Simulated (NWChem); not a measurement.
System: C2HF4, doublet; SMILES F[CH]C(F)(F)F

Input file for NWChem:

```
start job
memory heap 200 mb stack 900 mb global 1100 mb
geometry units angstroms noautosym nocenter noautoz
  F     -0.086213    -1.987527    -0.007235
  C      0.697243    -0.933155    -0.091754
  C      0.017908     0.389256    -0.024889
  F     -0.507448     0.633539     1.183975
  F     -0.976156     0.473471    -0.906435
  F      0.906212     1.348500    -0.281530
  H      1.732964    -1.061188     0.232481
end
basis spherical
  F library pcj-1
  C library pcj-1
  H library pcj-1
end
dft
  odft
  mult 2
  xc xpbe96 cpbe96
  iterations 150
  semidirect filesize 400000000
end
property
  hyperfine
end
task dft property
```

The geometry was optimised at PBE0/def2-SVP, spin-unrestricted. No stability test was run on the SCF state.

Fermi-contact couplings, non-relativistic, static geometry.

Atoms are numbered as in the input.

### Question
What results follow from this input? (PBE/pcJ-1, spin-unrestricted, contact and dipolar terms.) Quantities: basis functions; A(iso) 19F atom 1 (MHz); A(iso) 13C atom 2 (MHz); A(iso) 13C atom 3 (MHz); A(iso) 19F atom 4 (MHz); A(iso) 19F atom 5 (MHz); A(iso) 1H atom 7 (MHz); <S²>.

### Answer
The number of basis functions comes out as 172. The A(iso) 19F atom 1 (MHz) is 115 and the A(iso) 13C atom 2 (MHz) is 148. The A(iso) 13C atom 3 (MHz) is -23.7, the A(iso) 19F atom 4 (MHz) is 144 and the A(iso) 19F atom 5 (MHz) is 41.8. The A(iso) 1H atom 7 (MHz) comes out as -45.8 and the <S²> is 0.753.
